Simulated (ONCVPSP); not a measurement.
Pd: what ONCVPSP 4.0.1 does with a changed input

Command:

```bash
oncvpspr.x < Pd.dat > Pd.out
```

Input:

```
# ATOM AND REFERENCE CONFIGURATION
# atsym  z   nc   nv     iexc    psfile
  Pd 46.00    6    3        4      upf
#
#   n    l    f
    1    0    2.00
    2    0    2.00
    2    1    6.00
    3    0    2.00
    3    1    6.00
    3    2   10.00
    4    0    2.00
    4    1    6.00
    4    2   10.00
#
# PSEUDOPOTENTIAL AND OPTIMIZATION
# lmax
    2
#
#   l,   rc,      ep,       ncon, nbas, qcut
    0    1.35    0.00    4    8    7.50
    1    1.35    0.00    4    8    9.40
    2    1.60    0.00    4    9    0.30
#
# LOCAL POTENTIAL
# lloc, lpopt,  rc(5),   dvloc0
    4    5    1.15    2.00
#
# VANDERBILT-KLEINMAN-BYLANDER PROJECTORs
# l, nproj, debl
    0    2    2.20
    1    3    2.40
    2    2    3.20
#
# MODEL CORE CHARGE
# icmod, fcfact, rcfact
    2    0.35    0.75
#
# LOG DERIVATIVE ANALYSIS
# epsh1, epsh2, depsh
   -5.00    5.00    0.04
#
# OUTPUT GRID
# rlmax, drl
    6.00    0.01
#
# TEST CONFIGURATIONS
# ncnf
    4
# nvcnf
#   n    l    f
    3
    4    0    2.00
    4    1    6.00
    4    2    9.00
#
    3
    4    0    2.00
    4    1    6.00
    4    2    8.00
#
    3
    4    0    2.00
    4    1    6.00
    4    2    7.00
#
    3
    4    0    2.00
    4    1    6.00
    4    2    9.50
#
```

This is an input that runs to its end, with one change: qcut of l = 2 set to 0.30.

Question: How does the run end?

Answer: The program runs through. Ghost flags: GHOST(-) d at -486.3 eV, GHOST(-) d at -276.8 eV; the largest excitation error among the 3 tests with output is 7.95 meV, against 0.395 meV for the unchanged input. Messages: WARNING no output for configuration 4; WARNING scattering state with energy 0.25000000; WARNING wellstate: negative energy specified for n= 5 l= 0.

```
   n   l kap    f        eae           eps        diff
   1   0  -1  2.0000 -887.78979455
   2   0  -1  2.0000 -129.75032281
   2   1  -2  4.0000 -114.50367677
   2   1   1  2.0000 -120.36162565
   3   0  -1  2.0000  -23.55209056
   3   1  -2  4.0000  -18.82617357
   3   1   1  2.0000  -19.84716906
   3   2  -3  6.0000  -12.06469149
   3   2   2  4.0000  -12.26824851
   4   0  -1  2.0000   -3.32896341   -3.32857257    3.91E-04
   4   1  -2  4.0000   -2.02362850   -2.02351912    1.09E-04
   4   1   1  2.0000   -2.18664169   -2.18645586    1.86E-04
   4   2  -3  5.7000   -0.32449280   -0.32465269   -1.60E-04
   4   2   2  3.8000   -0.34128002   -0.34142273   -1.43E-04

    Total energies and differences
      AE_ref= -5.04694088E+03  AE_tst= -5.04682194E+03  dif=  1.19E-01
      PS_ref= -1.26374376E+02  PS_tst= -1.26255402E+02  dif=  1.19E-01
      PSP excitation error= -3.57E-05
```
